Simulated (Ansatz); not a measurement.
Molecule: molecular iodine, I$_{2}$, net charge 0, singlet state. SMILES: II
Structure (B3LYP-D3(BJ)/def2-TZVP (Ansatz, a first-principles code) minimum search):
```
I
I 1 2.6947
```
Charge 0, spin multiplicity 1.

Computed values are from Ansatz. Valence correlation only, unless marked. UHF or UKS for open shells. No spin-orbit coupling. The frozen core is the preceding noble-gas configuration, with the filled d and f shells of earlier blocks. In def2 rows, elements after Kr have scalar-relativistic effective core potentials. CBS(X,Y): correlation extrapolated as X^-3; Hartree-Fock from the larger set.

What is the T1 diagnostic at CCSD/def2-QZVPPD?

0.009.

What is the vertical electron affinity (to the doublet; negative means unbound) at CCSD(T)/CBS(def2-TZVPPD,def2-QZVPPD)?

1.83 eV.

What is the dipole moment at CCSD(T)/def2-SVPD?

0.00 D.

What is the atomisation energy De at CCSD(T)/CBS(def2-TZVPPD,def2-QZVPPD)?

196.3 kJ/mol.

What is the total energy at CCSD(T)/CBS(def2-TZVPPD,def2-QZVPPD)?

-593.7284 Eh.
